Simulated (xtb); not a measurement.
xtb input (GFN1-xTB):

```bash
xtb mol.xyz --gfn 1 --sp --chrg 1 --uhf 0
```
mol.xyz:
```
10

Si    -0.16443147    -0.22168779     0.01012539
Cl    -0.05773694     0.77535649    -1.72880977
Cl     0.02594451     0.86918234     1.68438220
N      1.50553548    -1.13279236    -0.00577178
N     -1.35698386    -1.38121373     0.07123770
H      1.57943627    -1.75387893    -0.81505974
H      1.61981255    -1.70860798     0.83180448
H     -1.86679100    -1.67738294    -0.74867887
H     -1.82563086    -1.63123311     0.93015736
H      2.29582349    -0.48438555    -0.04297150
```

End of the output:

```
         :::::::::::::::::::::::::::::::::::::::::::::::::::::
         ::                     SUMMARY                     ::
         :::::::::::::::::::::::::::::::::::::::::::::::::::::
         :: total energy             -19.251381760228 Eh    ::
         :: gradient norm              0.052268947600 Eh/a0 ::
         :: HOMO-LUMO gap              6.561298975029 eV    ::
         ::.................................................::
         :: SCC energy               -19.391760482724 Eh    ::
         :: -> electrostatic           0.110820913620 Eh    ::
         :: repulsion energy           0.144918519949 Eh    ::
         :: dispersion energy         -0.004539797454 Eh    ::
         :: halogen bond corr.         0.000000000000 Eh    ::
         :: add. restraining           0.000000000000 Eh    ::
         :: total charge               1.000000000000 e     ::
         :::::::::::::::::::::::::::::::::::::::::::::::::::::

           -------------------------------------------------
          |                Property Printout                |
           -------------------------------------------------

    * Orbital Energies and Occupations

         #    Occupation            Energy/Eh            Energy/eV
      -------------------------------------------------------------
         1        2.0000           -1.0825182             -29.4568
       ...           ...                  ...                  ...
         4        2.0000           -0.9141356             -24.8749
         5        2.0000           -0.7846900             -21.3525
         6        2.0000           -0.7844664             -21.3464
         7        2.0000           -0.7727828             -21.0285
         8        2.0000           -0.7201959             -19.5975
         9        2.0000           -0.6954022             -18.9229
        10        2.0000           -0.6652241             -18.1017
        11        2.0000           -0.6471864             -17.6108
        12        2.0000           -0.6423791             -17.4800
        13        2.0000           -0.6348799             -17.2760
        14        2.0000           -0.6340752             -17.2541
        15        2.0000           -0.6205687             -16.8865
        16        2.0000           -0.5972806             -16.2528 (HOMO)
        17                         -0.3561573              -9.6915 (LUMO)
Note: The following floating-point exceptions are signalling: IEEE_DENORMAL
normal termination of xtb
        18                         -0.3273363              -8.9073
        19                         -0.3033629              -8.2549
        20                         -0.2965506              -8.0696
        21                         -0.2760213              -7.5109
        22                         -0.2663328              -7.2473
        23                         -0.2651428              -7.2149
        24                         -0.2396647              -6.5216
        25                         -0.2280129              -6.2045
        26                         -0.2139080              -5.8207
        27                         -0.2116021              -5.7580
       ...                                ...                  ...
        45                          1.2820355              34.8860
      -------------------------------------------------------------
                  HL-Gap            0.2411233 Eh            6.5613 eV
             Fermi-level           -0.4767189 Eh          -12.9722 eV

  Mulliken/CM5 charges         n(s)   n(p)   n(d)
     1Si    0.48177  0.41605   0.993  1.324  1.201
     2Cl    0.01707  0.06799   1.882  5.113 -0.012
     3Cl    0.01707  0.06799   1.882  5.113 -0.012
     4N    -0.33677 -0.90083   1.470  3.866  0.000
     5N    -0.45697 -0.87524   1.416  4.041  0.000
     6H     0.26031  0.44689   0.740  0.000  0.000
     7H     0.26031  0.44689   0.740  0.000  0.000
     8H     0.24954  0.44311   0.750  0.000  0.000
     9H     0.24954  0.44311   0.750  0.000  0.000
    10H     0.25812  0.44404   0.742  0.000  0.000

Wiberg/Mayer (AO) data.
largest (>0.10) Wiberg bond orders for each atom

 ---------------------------------------------------------------------------
     #   Z sym  total        # sym  WBO       # sym  WBO       # sym  WBO
 ---------------------------------------------------------------------------
     1  14 Si   5.146 --     2 Cl   1.480     3 Cl   1.480     5 N    1.406
                             4 N    0.657
     2  17 Cl   1.609 --     1 Si   1.480
     3  17 Cl   1.609 --     1 Si   1.480
     4   7 N    3.440 --     6 H    0.908     7 H    0.908    10 H    0.907
                             1 Si   0.657
     5   7 N    3.283 --     1 Si   1.406     9 H    0.889     8 H    0.889
     6   1 H    0.941 --     4 N    0.908
     7   1 H    0.941 --     4 N    0.908
     8   1 H    0.939 --     5 N    0.889
     9   1 H    0.939 --     5 N    0.889
    10   1 H    0.943 --     4 N    0.907
 ---------------------------------------------------------------------------

Topologies differ in total number of bonds
Writing topology from bond orders to xtbtopo.mol

 dipole moment from electron density (au)
     X       Y       Z
   1.3963  -2.5163   0.0349  total (Debye):    7.315

           -------------------------------------------------
          | TOTAL ENERGY              -19.251381760228 Eh   |
          | GRADIENT NORM               0.052268947600 Eh/α |
          | HOMO-LUMO GAP               6.561298975029 eV   |
           -------------------------------------------------

------------------------------------------------------------------------
------------------------------------------------------------------------
 total:
 SCF:
```

It need not be the lowest isomer of its formula.
